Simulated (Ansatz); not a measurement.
Calculated with Ansatz (gas phase, PBE0-D4/def2-TZVP geometries, no zero-point term in ΔE). CBS: MP2 limit from def2 TZ/QZ plus the TZ coupled-cluster correction, frozen cores. This one scheme is used for every species. Functionals use def2-TZVPP. B3LYP here is the variant with VWN-RPA as its local correlation; programs differ in this. Each species was taken in one conformer, which may not be the lowest.

Reaction (ligand exchange at the Si–S bond): `OBS[SiH3]` + `O[Si]F` → `F[Si]O[SiH3]` + `OBS`

`OBS[SiH3]`:

Z-matrix (Å, degrees):
```
Si
S 1 2.136
H 1 1.493 2 110.4
H 1 1.481 2 108.8 3 -119.0
H 1 1.483 2 111.1 3 119.9
B 2 1.826 1 104.8 3 -18.1
O 6 1.345 2 127.3 1 3.2
H 6 1.193 2 114.5 1 -177.3
H 7 0.964 6 114.8 2 1.8
```

`O[Si]F`:

```xyz
4

O    -0.636    0.268    0.704
Si    0.143    0.836   -0.619
F     0.995   -0.464   -1.078
H    -0.502   -0.640    0.994
```

`F[Si]O[SiH3]`:

Z-matrix (Å, degrees):
```
Si
O 1 1.657
H 1 1.482 2 107.7
H 1 1.483 2 109.7 3 119.6
H 1 1.483 2 109.7 3 -119.6
Si 2 1.630 1 146.4 3 179.5
F 6 1.617 2 101.9 1 -0.0
```

`OBS`:

Cartesian coordinates in Å:
```
O 0.673 0.247 -1.311
B 0.314 -0.228 -0.098
S -1.087 0.473 0.814
H 0.136 0.972 -1.643
H 0.947 -1.128 0.361
H -0.983 -0.336 1.877
```

```
   level  ΔE (kJ/mol)
B3LYP-D4        -49.8
    BLYP        -49.6
   BHLYP        -59.3
 LC-ωPBE        -44.3
```

Task: What does CCSD(T)/CBS give? (Estimate.)

Result: Ansatz gave: -46.4 kJ/mol. The listed levels differ from it by -3.4, -3.2, -12.9, 2.1 kJ/mol.

Largest T1 diagnostic among the species: 0.015.

From BLYP to BHLYP (50 % exact exchange), in def2-TZVPP and without D4, ΔE moves by −9.7 kJ/mol. In def2-TZVPP, CCSD(T) changes the Hartree–Fock value by +23.2 kJ/mol (the triples alone add +4.6 kJ/mol) and MP2 by +25.6 kJ/mol.
